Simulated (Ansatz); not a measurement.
CH₄BNO. Total charge 0; spin multiplicity 1. The bonds changed during the relaxation, so this is another structure than the one it started from. All single points use the PBE0-D4/def2-TZVP geometry. It is one conformer, not always the lowest.

```xyz
8

B     0.698    0.964    0.239
C     0.162   -0.436   -0.183
N    -0.819    0.255    0.220
O     0.284   -1.656   -0.643
H     1.184    1.089    1.327
H     0.881    1.790   -0.609
H    -1.812    0.094    0.318
H    -0.577   -2.100   -0.669
```

Q: What is the dipole moment at B3LYP/def2-TZVPP? (Estimate.)

A: Ansatz gave: 4.43 D, with components (-3.42, -2.77, -0.46) D in this frame, pointing from negative to positive charge.

Q: And with PBE, r2SCAN, ωB97M-V? (Best estimate.)

A: Ansatz gave: PBE 4.51 D, r2SCAN 4.51 D, ωB97M-V 4.50 D.

Q: Give the Mulliken charges with B3LYP, r2SCAN, ωB97M-V in def2-TZVPP. (Estimate.)

A: Ansatz gave: 
| atom | B3LYP | r2SCAN | ωB97M-V |
| --- | --- | --- | --- |
| B1 | -0.11 | -0.05 | -0.21 |
| C2 | 0.25 | 0.27 | 0.27 |
| N3 | -0.25 | -0.26 | -0.21 |
| O4 | -0.23 | -0.26 | -0.23 |
| H5 | 0.00 | -0.03 | 0.04 |
| H6 | 0.00 | -0.03 | 0.04 |
| H7 | 0.16 | 0.16 | 0.13 |
| H8 | 0.19 | 0.20 | 0.18 |

B3LYP here is the variant with VWN-RPA as its local correlation; programs differ in this.
